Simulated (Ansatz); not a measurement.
C₉H₁₈N₂Ti, SMILES `C[N](C)[Ti]1234([CH3])([NH2])[C@@H]5[C@H]1[C@H]2[C@@]3(C)[C@@H]54` at its PBE0-D4/def2-TZVP geometry, where that method's forces vanish. Charge 0, multiplicity 1.

| atom | x (Å) | y (Å) | z (Å) |
| --- | --- | --- | --- |
| C1 | 1.786 | 0.423 | -2.258 |
| N2 | 0.566 | 0.054 | -1.591 |
| C3 | -0.025 | -1.131 | -2.157 |
| Ti4 | -0.067 | 0.750 | 0.060 |
| C5 | -2.156 | 0.828 | -0.291 |
| N6 | 0.485 | 2.562 | -0.028 |
| C7 | 0.153 | 0.955 | 2.448 |
| C8 | 1.377 | 0.501 | 1.915 |
| C9 | 1.162 | -0.780 | 1.364 |
| C10 | -0.197 | -1.118 | 1.542 |
| C11 | -0.851 | -2.398 | 1.146 |
| C12 | -0.816 | -0.034 | 2.208 |
| H13 | 2.201 | 1.332 | -1.820 |
| H14 | 1.612 | 0.603 | -3.329 |
| H15 | 2.548 | -0.369 | -2.185 |
| H16 | -0.276 | -0.979 | -3.217 |
| H17 | -0.951 | -1.396 | -1.642 |
| H18 | 0.655 | -1.997 | -2.104 |
| H19 | -2.295 | 1.257 | -1.289 |
| H20 | -2.673 | 1.465 | 0.432 |
| H21 | -2.634 | -0.158 | -0.274 |
| H22 | 0.325 | 3.053 | -0.900 |
| H23 | 0.820 | 3.207 | 0.669 |
| H24 | -0.024 | 1.915 | 2.911 |
| H25 | 2.309 | 1.046 | 1.904 |
| H26 | 1.901 | -1.391 | 0.867 |
| H27 | -1.872 | -2.238 | 0.793 |
| H28 | -0.293 | -2.906 | 0.358 |
| H29 | -0.906 | -3.079 | 2.001 |
| H30 | -1.862 | 0.022 | 2.470 |

(1) For each bond, give half the difference of the two atoms' forces along it (eV/Å; positive pushes the atoms apart) under PBE-D4, r2SCAN-D4, B3LYP-D4, ωB97M-V in def2-TZVPP. (Estimate.)

Answers

(1) The calculation gave: 
| bond | length (Å) | PBE-D4 | r2SCAN-D4 | B3LYP-D4 | ωB97M-V |
| --- | --- | --- | --- | --- | --- |
| C1–N2 | 1.439 | 0.01 | 0.08 | 0.16 | 0.28 |
| C1–H15 | 1.102 | 0.10 | -0.04 | -0.06 | -0.11 |
| N2–Ti4 | 1.901 | 0.08 | 0.05 | -0.04 | -0.15 |
| C3–H16 | 1.100 | 0.12 | -0.02 | -0.08 | -0.12 |
| C3–H17 | 1.092 | 0.07 | -0.05 | -0.13 | -0.07 |
| Ti4–C5 | 2.119 | -0.02 | 0.02 | 0.06 | 0.00 |
| Ti4–N6 | 1.897 | 0.07 | 0.14 | 0.11 | 0.03 |
| C5–H19 | 1.096 | 0.11 | -0.03 | -0.08 | -0.06 |
| C5–H20 | 1.093 | 0.09 | -0.02 | -0.07 | -0.03 |
| C5–H21 | 1.096 | 0.10 | -0.03 | -0.07 | -0.03 |
| N6–H23 | 1.007 | 0.17 | -0.03 | -0.07 | -0.01 |
| C7–C12 | 1.405 | 0.17 | 0.12 | 0.13 | 0.09 |
| C10–C11 | 1.491 | -0.18 | -0.02 | 0.09 | 0.23 |
| C12–H30 | 1.079 | -0.04 | -0.11 | -0.17 | -0.09 |

B3LYP here is the variant with VWN-RPA as its local correlation; programs differ in this.

Computed with Ansatz.
